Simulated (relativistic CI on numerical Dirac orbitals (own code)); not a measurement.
Ions with 17 electrons, Cl to Kr¹⁹⁺

These numbers are calculated, not measured: Dirac-Coulomb-Breit CI, orbitals from a KLI potential per configuration, a model potential for QED, unscaled Slater integrals (own radial code, finite nucleus).

Configurations in the expansion (outside the closed core [Ne]): 3s²3p⁵, 3s3p⁶, 3s²3p⁴3d, 3s3p⁵3d, 3p⁶3d, 3p⁵3d², 3p⁴3d³. Double excitations out of closed p, d and f shells are left out; levels of such configurations are missing from the list, as are those of other unlisted configurations, and high levels can miss mixing partners.

Energies above each ion's lowest level, in eV. Levels are followed by their leading LS label, which can pass from one level to another where the coupling changes.

| Ion | 3s²3p⁵ ²P°3/2 | 3s²3p⁵ ²P°1/2 | 3s²3p⁴3d ⁴D7/2 | 3s²3p⁴3d ⁴D5/2 | 3s²3p⁴3d ⁴D3/2 |
| --- | --- | --- | --- | --- | --- |
| Cl | 0 | 0.11068 | 10.108 | 10.118 | 10.133 |
| Ar⁺ | 0 | 0.17645 | 16.307 | 16.327 | 16.347 |
| K²⁺ | 0 | 0.26673 | 20.832 | 20.859 | 20.886 |
| Ca³⁺ | 0 | 0.38452 | 25.027 | 25.058 | 25.095 |
| Sc⁴⁺ | 0 | 0.5342 | 29.054 | 29.09 | 29.139 |
| Ti⁵⁺ | 0 | 0.72062 | 32.983 | 33.023 | 33.087 |
| V⁶⁺ | 0 | 0.94907 | 36.853 | 36.893 | 36.976 |
| Cr⁷⁺ | 0 | 1.2252 | 40.688 | 40.724 | 40.829 |
| Mn⁸⁺ | 0 | 1.555 | 44.506 | 44.531 | 44.663 |
| Fe⁹⁺ | 0 | 1.9449 | 48.318 | 48.326 | 48.488 |
| Co¹⁰⁺ | 0 | 2.4019 | 52.135 | 52.116 | 52.31 |
| Ni¹¹⁺ | 0 | 2.933 | 55.964 | 55.906 | 56.135 |
| Cu¹²⁺ | 0 | 3.5459 | 59.811 | 59.701 | 59.965 |
| Zn¹³⁺ | 0 | 4.2488 | 63.68 | 63.502 | 63.799 |
| Ga¹⁴⁺ | 0 | 5.05 | 67.575 | 67.314 | 67.639 |
| Ge¹⁵⁺ | 0 | 5.9587 | 71.499 | 71.135 | 71.481 |
| As¹⁶⁺ | 0 | 6.984 | 75.452 | 74.967 | 75.324 |
| Se¹⁷⁺ | 0 | 8.136 | 79.436 | 78.811 | 79.166 |
| Br¹⁸⁺ | 0 | 9.425 | 83.453 | 82.666 | 83.006 |
| Kr¹⁹⁺ | 0 | 10.862 | 87.502 | 86.533 | 86.841 |

The lowest level keeps the configuration 3s²3p⁵ and J = 3/2 throughout.

Between Z = 33 and 36 the energy of 3s²3p⁵ ²P°1/2 follows a local power law Z^5.1. For orientation: electrostatic splittings inside a shell grow about linearly with the screened charge, excitations that change n as its square, and fine structure as its fourth power; written in Z itself the exponents are larger, since the screened charge grows faster in proportion.

The members near neutrality are the least accurate: they can be off by several eV, miss lower levels of configurations outside the list, or start from a wrong lowest level.
